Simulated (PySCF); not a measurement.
Te (tellurium, neutral) across methods

[Kr] 4d10 5s2 5p3 6s1, high-spin 5S determinant (an excited configuration). All numbers are calculated (PySCF 2.14, a scalar-relativistic core potential, in aug-cc-pVDZ-PP with ECP28MDF).

```json
{"method": "LDA", "E (hartree)": "-267.3806", "mean ε 5s β (eV)": "-17.453", "mean ε 5p α (eV)": "-9.532", "mean ε 6s α (eV)": "-1.849", "Σ⟨r²⟩ (bohr²)": "79.38", "⟨S²⟩": "6.000"}
{"method": "TPSS", "E (hartree)": "-267.6727", "mean ε 5s β (eV)": "-16.803", "mean ε 5p α (eV)": "-9.592", "mean ε 6s α (eV)": "-1.640", "Σ⟨r²⟩ (bohr²)": "79.93", "⟨S²⟩": "6.001"}
{"method": "r2SCAN0", "E (hartree)": "-267.8568", "mean ε 5s β (eV)": "-17.966", "mean ε 5p α (eV)": "-11.073", "mean ε 6s α (eV)": "-2.111", "Σ⟨r²⟩ (bohr²)": "79.85", "⟨S²⟩": "6.001"}
{"method": "PBE", "E (hartree)": "-267.7745", "mean ε 5s β (eV)": "-16.954", "mean ε 5p α (eV)": "-9.456", "mean ε 6s α (eV)": "-1.707", "Σ⟨r²⟩ (bohr²)": "79.60", "⟨S²⟩": "6.001"}
{"method": "r2SCAN", "E (hartree)": "-267.8800", "mean ε 5s β (eV)": "-16.992", "mean ε 5p α (eV)": "-9.981", "mean ε 6s α (eV)": "-1.710", "Σ⟨r²⟩ (bohr²)": "79.87", "⟨S²⟩": "6.001"}
{"method": "UHF", "E (hartree)": "-266.82371", "mean ε 5s β (eV)": "-19.468", "mean ε 5p α (eV)": "-13.733", "mean ε 6s α (eV)": "-2.995", "Σ⟨r²⟩ (bohr²)": "81.12", "⟨S²⟩": "6.001"}
{"method": "r2SCANh", "E (hartree)": "-267.8706", "mean ε 5s β (eV)": "-17.382", "mean ε 5p α (eV)": "-10.418", "mean ε 6s α (eV)": "-1.870", "Σ⟨r²⟩ (bohr²)": "79.86", "⟨S²⟩": "6.001"}
{"method": "M06", "E (hartree)": "-267.8369", "mean ε 5s β (eV)": "-18.605", "mean ε 5p α (eV)": "-10.352", "mean ε 6s α (eV)": "-1.846", "Σ⟨r²⟩ (bohr²)": "80.10", "⟨S²⟩": "6.000"}
```

(1) Estimate the same row for PBE0.

Energies and moments cover only the electrons outside the core potential. The outer electron is Rydberg-like, and this basis confines it to a smaller radius and binds it less than a complete one would.

Results:

(1) E (hartree) = -267.7930; mean ε 5s β (eV) = -17.925; mean ε 5p α (eV) = -10.712; mean ε 6s α (eV) = -2.114; Σ⟨r²⟩ (bohr²) = 79.79; ⟨S²⟩ = 6.001.
